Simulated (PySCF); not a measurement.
**A small calculation by hand: entropy of an ideal gas**

GeClI, SMILES [Cl][Ge][I] (connectivity only; charge and spin as stated), neutral, multiplicity 1.

Coordinates come from a B3LYP-D3(BJ)/def2-TZVP optimisation. The def2 effective core potentials stand for the cores of I; spin–orbit coupling is left out.

B3LYP-D3(BJ)/def2-TZVP (PySCF) gives the harmonic wavenumbers 112, 228, 379 cm⁻¹ and the rotational temperatures 0.2745, 0.0494, 0.0419 K. The molar mass is 234.98 g/mol, the symmetry number 1, the spin multiplicity 1.

Question: Work out the entropy at 298.15 K and 1 atm in the rigid-rotor, harmonic-oscillator model.

Answer: 
Translation (Sackur–Tetrode at 1 atm): S = R[1.5 ln M + 2.5 ln T − 1.16487] = 176.8 J/(mol K).
Rotation: q = (√π/σ) T^1.5/√(θA θB θC) = 383000, S = R[ln q + 3/2] = 119.4 J/(mol K).
Vibration: with u = 1.4388 ν/T, each mode gives R[u/(e^u − 1) − ln(1 − e^−u)]:
```csv
ν (cm⁻¹),modes,u,S (J/(mol K))
112,1,0.54,13.53
228,1,1.10,7.93
379,1,1.83,4.36
```
These are all the modes. Sum 25.8 J/(mol K).
Spin: R ln 1 = 0.0 J/(mol K).
Total 322.0 J/(mol K); the program's own thermochemistry gives 322.0. Translation makes up 55 % and vibration 8 %. Anharmonicity, hindered rotation and orbital degeneracy are left out.
